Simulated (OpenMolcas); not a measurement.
**Levels of V²⁺ by method**

```
Program             : OpenMolcas
Basis               : ANO-RCC-VTZP [6s5p3d2f1g]
Scalar Hamiltonian  : DKH2, point nucleus
Active space        : 3 electrons in 6 orbitals (3d 4s)
State averaging     : 2S+1 = 4 even, 20 roots; 2S+1 = 2 even, 64 roots
Spin-orbit coupling : RASSI with atomic mean-field integrals over the reference wave functions, term energies averaged over their components
```

Methods on the same reference wave functions:
A. CASSCF
B. SS-CASPT2, IPEA 0.25 Eh, imaginary shift 0.1 Eh (closed shells correlated: 3s 3p)
C. MS-CASPT2, IPEA 0.25 Eh, imaginary shift 0.1 Eh (closed shells correlated: 3s 3p)

Energies in cm⁻¹ above 3d³ ⁴F_3/2, the measured ground level; measured values from Sugar and Corliss, J. Phys. Chem. Ref. Data 7, 1191 (1978).

```
        Level      A      B      C  Measured
   3d³ ⁴F_3/2    0.0    0.0    0.0       0.0
   3d³ ⁴F_5/2    161    162    162       146
   3d³ ⁴F_7/2    383    385    385       342
   3d³ ⁴F_9/2    662    663    663       584
   3d³ ²G_7/2  14103  12020  12020     11966
   3d³ ²G_9/2  14338  12260  12250     12187
   3d³ ⁴P_1/2  15317  11800  11800     11514
   3d³ ⁴P_3/2  15388  11870  11870     11592
   3d³ ⁴P_5/2  15578  12060  12060     11770
   3d³ ²P_1/2  18964  15560  15530     15580
   3d³ ²P_3/2  19082  15600  15570     15550
   3d³ ²H_9/2  19093  17100  17100     16811
  3d³ ²H_11/2  19275  17280  17280     16978
3d³ ²D_3/2(1)  20767  16620  16590     16330
3d³ ²D_5/2(1)  20958  16730  16720     16375
   3d³ ²F_7/2  33845  28250  28230     27728
   3d³ ²F_5/2  33944  28350  28330     27847
3d² 4s ⁴F_3/2  45677  46430  46430     43942
3d² 4s ⁴F_5/2  45835  46590  46590     44110
3d² 4s ⁴F_7/2  46056  46810  46810     44346
3d² 4s ⁴F_9/2  46341  47100  47100     44647
3d³ ²D_5/2(2)  53556  43720  43720     42267
3d³ ²D_3/2(2)  53679  43840  43860     42371
3d² 4s ²F_5/2  54611  50770  50790     49328
```

Deviations, from unrounded energies. A percentage is the sum of absolute deviations over the sum of measured energies, with the sign that they share, or ± where signs differ.

```csv
Against measurement,Levels,A,B,C
mean absolute deviation (cm-1),23,3600,770,770
fine structure of the ground term (%),3,+12.6,+13.0,+13.0
other terms of the ground configuration (%),15,+23.9,±2.1,±2.1
other configurations (%),5,+5.4,+5.0,+5.0
```

B, C lie about equally close to measurement and A furthest from it. The largest miss of C in the table is 3d² 4s ⁴F_3/2, by +2500 cm-1. The ranking rests on the paired levels alone, and a cruder setting can come out closer through cancelling errors.

Between B and C the level of the table that moves most is 3d³ ²D_3/2(1), by 29 cm-1 (lowest in C, highest in B). Moves below CASPT2's spread within the term are not significant.

The two smallest mean deviations differ by little beside CASPT2's spread within terms, so their order carries little weight.

From A to B the spin-free energies of the other terms of 3d³ shown, above ⁴F, scale by factors of 0.77 to 0.89, as is usual when dynamic correlation screens the repulsion within a d or f shell.

The lowest spin-free term lies below A's lowest term by 0.338 hartree in B, 0.338 hartree in C.

Term energies are means over components that CASPT2 splits; among the terms shown or strongly mixed into the levels shown the widest spread is 1500 cm-1 (3d² 4s ²F, C). A single d shell beside an s shell can misplace configurations of different d count against each other. Without dynamic correlation excited terms often stand tens of per cent too high (terms of higher spin than the ground term too low), and those without a measured partner can miss by more than the paired ones (holds for A). Some levels mix across a computed gap that differs much from the measured one, so their mixing is not that of the real levels (holds for A; B). The CASPT2 spread within a term exceeds the gap to the next term for 3d³ ⁴P and 3d³ ²G, so the order of their levels is uncertain (holds for C). Measured partners are found by configuration, term and J. A level has none where our copy of the source lacks it or the pairing is in doubt (some pairs that miss far off the trend of their configuration count as doubtful), and it then counts in no deviation. Only configurations of the active space appear. The table leaves out levels that lie high or whose names do not pair safely across all columns.

A number in round brackets counts repeated terms of one configuration in the order of the reference energies.
